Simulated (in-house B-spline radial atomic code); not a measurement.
Spin-orbit splittings of orbital energies (j = l + 1/2 less j = l - 1/2) and ratios of mean radii (lower j over upper j) along the 60-electron series, configuration [Kr] 4d10 4f12 5s2. Computed with an all-electron radial atomic-structure program (B-spline basis): Dirac-Hartree-Fock, average of the configuration, finite nuclei.

```json
{"ion": "Yb10+", "Z": "70", "splitting of 3p (eV)": "226.62", "radius ratio of 3p": "0.93709", "splitting of 4p (eV)": "51.97", "radius ratio of 4p": "0.9435", "splitting of 4d (eV)": "9.6793", "radius ratio of 4d": "0.98067"}
{"ion": "Lu11+", "Z": "71", "splitting of 3p (eV)": "?", "radius ratio of 3p": "?", "splitting of 4p (eV)": "?", "radius ratio of 4p": "?", "splitting of 4d (eV)": "?", "radius ratio of 4d": "?"}
{"ion": "Hf12+", "Z": "72", "splitting of 3p (eV)": "?", "radius ratio of 3p": "?", "splitting of 4p (eV)": "?", "radius ratio of 4p": "?", "splitting of 4d (eV)": "?", "radius ratio of 4d": "?"}
{"ion": "Ta13+", "Z": "73", "splitting of 3p (eV)": "278.51", "radius ratio of 3p": "0.93115", "splitting of 4p (eV)": "65.628", "radius ratio of 4p": "0.93938", "splitting of 4d (eV)": "12.378", "radius ratio of 4d": "0.97985"}
{"ion": "W14+", "Z": "74", "splitting of 3p (eV)": "297.84", "radius ratio of 3p": "0.92908", "splitting of 4p (eV)": "70.83", "radius ratio of 4p": "0.93798", "splitting of 4d (eV)": "13.406", "radius ratio of 4d": "0.97956"}
{"ion": "Re15+", "Z": "75", "splitting of 3p (eV)": "318.26", "radius ratio of 3p": "0.92698", "splitting of 4p (eV)": "76.382", "radius ratio of 4p": "0.93655", "splitting of 4d (eV)": "14.503", "radius ratio of 4d": "0.97926"}
{"ion": "Os16+", "Z": "76", "splitting of 3p (eV)": "339.84", "radius ratio of 3p": "0.92484", "splitting of 4p (eV)": "82.303", "radius ratio of 4p": "0.93509", "splitting of 4d (eV)": "15.671", "radius ratio of 4d": "0.97894"}
{"ion": "Ir17+", "Z": "77", "splitting of 3p (eV)": "?", "radius ratio of 3p": "?", "splitting of 4p (eV)": "?", "radius ratio of 4p": "?", "splitting of 4d (eV)": "?", "radius ratio of 4d": "?"}
{"ion": "Pt18+", "Z": "78", "splitting of 3p (eV)": "386.67", "radius ratio of 3p": "0.92043", "splitting of 4p (eV)": "95.325", "radius ratio of 4p": "0.93208", "splitting of 4d (eV)": "18.23", "radius ratio of 4d": "0.97827"}
{"ion": "Au19+", "Z": "79", "splitting of 3p (eV)": "412.04", "radius ratio of 3p": "0.91815", "splitting of 4p (eV)": "102.46", "radius ratio of 4p": "0.93053", "splitting of 4d (eV)": "19.626", "radius ratio of 4d": "0.97791"}
```

Fill in the row of Lu11+.

splitting of 3p (eV): 242.95; radius ratio of 3p: 0.93515; splitting of 4p (eV): 56.214; radius ratio of 4p: 0.94214; splitting of 4d (eV): 10.517; radius ratio of 4d: 0.98041.

Fill in the row of Hf12+.

splitting of 3p (eV): 260.23; radius ratio of 3p: 0.93317; splitting of 4p (eV): 60.762; radius ratio of 4p: 0.94077; splitting of 4d (eV): 11.415; radius ratio of 4d: 0.98014.

Fill in the row of Ir17+.

splitting of 3p (eV): 362.62; radius ratio of 3p: 0.92265; splitting of 4p (eV): 88.611; radius ratio of 4p: 0.9336; splitting of 4d (eV): 16.912; radius ratio of 4d: 0.97861.

With what power of Z does the column «splitting of 4d (eV)» change over this range?

A fit of the logarithm of its size against log Z from Z = 70 to 79 has slope 5.85. An unscreened hydrogenic electron would give 4 at low Z; screening makes the apparent power larger near the neutral end, and relativity raises it again at high Z.
